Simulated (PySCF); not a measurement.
**Cost of excited-state runs on `InChI=1S/C8H10/c1-3-5-7-8-6-4-2/h3-8H,1-2H2/b7-5+,8-6+`**

Geometry (Å), atoms numbered from 1 in this order:
```xyz
18

C     3.512    1.238   -1.694
C     2.675    1.074   -0.656
C     1.372    0.456   -0.748
C     0.531    0.292    0.301
C    -0.765   -0.323    0.213
C    -1.606   -0.487    1.263
C    -2.909   -1.105    1.172
C    -3.744   -1.270    2.211
H     3.240    0.901   -2.699
H     4.488    1.713   -1.573
H     2.980    1.425    0.337
H     1.058    0.102   -1.737
H     0.848    0.646    1.290
H    -1.082   -0.678   -0.776
H    -1.291   -0.133    2.252
H    -3.215   -1.456    0.179
H    -3.471   -0.932    3.216
H    -4.721   -1.744    2.091
```

PySCF with density fitting, on 1 thread of an Arm Neoverse V2, shared host. Command: `OMP_NUM_THREADS=1 python excited_run.py task.json out`

Problem. How long does each of these runs take, and how much memory?
- first hyperpolarisability, CAM-B3LYP/aug-cc-pVDZ; usual settings
- excited states, CAM-B3LYP/def2-TZVP; Tamm-Dancoff; spin-orbit couplings; 6 states; 5 triplets; quadratic response for 4 states; IEF-PCM dimethylsulfoxide
- excited states, CAM-B3LYP/def2-TZVP; Tamm-Dancoff; spin-orbit couplings; 6 states; 5 triplets; quadratic response for 4 states
- excited states, CAM-B3LYP/aug-cc-pVDZ; two-photon moments; 8 states; quadratic response for 6 states; 0 triplets

Solution. 
| run | level | basis functions | wall time | peak memory (GiB) |
| --- | --- | --- | --- | --- |
| first hyperpolarisability | CAM-B3LYP/aug-cc-pVDZ | 274 | 71 s | 1.1 |
| excited states | CAM-B3LYP/def2-TZVP | 308 | 95 s | 1.4 |
| excited states | CAM-B3LYP/def2-TZVP | 308 | 67 s | 1.3 |
| excited states | CAM-B3LYP/aug-cc-pVDZ | 274 | 93 s | 1.2 |

Times from a shared host are rough.
